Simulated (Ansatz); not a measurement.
H2AlAsF2 (SMILES [F][Al]([F])[AsH2]), singlet, at a GFN2-xTB geometry (such geometries of metal compounds can be far from the true shape), with bond 4-2 at 2.4 times its length; CASSCF(2,2)/STO-3G (Ansatz, a first-principles code).

Ansatz was given this input:
Ansatz 0.2 input:
```yaml
crystal:
  periodic: [false, false, false]
  atoms:
    - {symbol: Al, position_ang: [0.74398331, 0.68311664, -0.08653389]}
    - {symbol: As, position_ang: [-0.97029723, -0.94295627, 0.19443042]}
    - {symbol: H, position_ang: [-0.72616902, -1.32095806, -1.25221703]}
    - {symbol: H, position_ang: [-3.30719677, 1.58343380, -0.93161476]}
    - {symbol: F, position_ang: [0.44315223, 2.19516608, -0.69730862]}
    - {symbol: F, position_ang: [2.33664778, 0.41019971, 0.27905404]}
basis:
  gaussian:
    orbitals: STO-3G
hamiltonian:
  xc: hf
magnetization: {spin_polarized: false}
correlation: {active_space: {window: {electrons: 2, orbitals: 2}}}
```

It wrote (shortened):

```
Functional definition: HF
439 factors; integrals over basis functions are off by at most 3.0e-5 eV
mean field evaluation 1: about -71973.8547 eV, gradient 3.1e1 eV
mean field evaluation 2: about -71973.8814 eV, gradient 3.1e1 eV
mean field evaluation 4: about -71978.5928 eV, gradient 1.5e1 eV
mean field evaluation 8: about -71982.4957 eV, gradient 1.4e-1 eV
mean field evaluation 16: about -71981.2685 eV, gradient 1.9e-2 eV
mean field -71982.49340283 eV, -2645.3078410675 hartree, gradient 2.5e-6 eV, S^2 0.000000; 1 other end points of the search recorded, 0 dependent functions left out
reference -71982.49340283 eV, -2645.3078410675 hartree; 33, 33 occupied and 6, 6 virtual orbitals, 439 factors
state -71988.06432069 eV, -2645.5125685229 hartree
Total energy: -71988.06432069 eV, -2645.5125685229 hartree
```
